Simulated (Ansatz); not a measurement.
Stepwise reaction of `[F][Al]([Br])[Br]` with hydrogen sulfide, as a gas-phase model of exchange steps in deposition or etching. ΔE in kJ/mol.

Gas-phase electronic energies from Ansatz, PBE0-D4/def2-TZVP geometries. CCSD(T)/CBS is the MP2 limit (def2-TZVPP, def2-QZVPP) plus CCSD(T) − MP2 in def2-TZVPP, frozen cores. This one scheme is used for every species. Functionals use def2-TZVPP. B3LYP here is the variant with VWN-RPA as its local correlation; programs differ in this. For Br outer-core shells are correlated without core-valence functions, which leaves a few kJ/mol of doubt a bond. Scalar relativity is left out up to krypton. Each species was taken in one conformer, which may not be the lowest.

```csv
step,reaction,PBE-D4,B3LYP-D4,ωB97M-V,CCSD(T)/CBS
1,`[F][Al]([Br])[Br]` + H₂S → `[F][Al]([SH])[Br]` + HBr,35.7,40.7,41.8,43.3
2,`[F][Al]([SH])[Br]` + H₂S → `[F][Al]([SH])[SH]` + HBr,41.7,46.5,47.8,49.0
```

Task: By hand: ΔE of the 2 steps together at CCSD(T)/CBS.

Result: (43.3) + (49.0) = 92.3 kJ/mol, or 46.1 kJ/mol a step.

In ΔE each step is higher than the one before. All are uphill at CCSD(T)/CBS. PBE-D4 differs from CCSD(T)/CBS by -7.6 to -7.3 kJ/mol a step. Isolated molecules leave out the surface, adducts and barriers. Largest T1 diagnostic: 0.012.
